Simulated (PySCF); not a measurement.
# Spinor energies of Br⁹⁺ (bromine, charge +9)

Start: [Ar] 3d8; 3d3/2 filled at m_j = -3/2, -1/2, +1/2, +3/2; 3d5/2 filled at m_j = -1/2, +1/2, +3/2, +5/2. Calculated with PySCF 2.14 in an even-tempered Gaussian basis (18 s from 0.53 bohr⁻², ratio 2.8; 13 p from 0.69 bohr⁻², ratio 2.8; 9 d from 0.69 bohr⁻², ratio 2.8; 4 f from 4.2 bohr⁻², ratio 3): generalised Hartree-Fock with the X2C-1e Hamiltonian and a Gaussian nucleus; spin-orbit coupling (SO) screened by Boettger's factors.

| spinor shell | electrons | ε, screened SO (eV) | weight of nominal j (screened SO) | rms radius, screened SO (bohr) |
| --- | --- | --- | --- | --- |
| 1s1/2 | 2 | -13753.4 | 1.000 | 0.0492 |
| 2s1/2 | 2 | -2020.5 | 1.000 | 0.205 |
| 2p1/2 | 2 | -1834.0 | 0.999 | 0.180 |
| 2p3/2 | 4 | -1784.1 | 1.000 | 0.184 |
| 3s1/2 | 2 | -456.93 | 1.000 | 0.575 |
| 3p1/2 | 2 | -392.03 | 0.927 | 0.581 |
| 3d3/2 | 4 | -269.68 | 0.693 | 0.589 |
| 3d5/2 | 4 | -267.52 | 0.730 | 0.592 |

(1) Where does 3p3/2 lie, and what is the 3p spin-orbit splitting (screened SO)?

| quantity | screened SO |
| --- | --- |
| E (hartree) | -2576.05023 |
| M_J | 4 |
| ⟨J²⟩ | 20.002 |
| ⟨L²⟩ | 12.046 |
| ⟨S²⟩ | 1.993 |

Each row is a mean over spinors that exchange with the open shell spreads, by up to 16.620 eV (3p3/2).

Rows whose weight is well below 1 are mixtures of j = l ± 1/2: exchange outweighs spin-orbit coupling there, and the label is only the starting occupation.

Answers

(1) At -379.74 eV, 12.291 eV above 3p1/2.
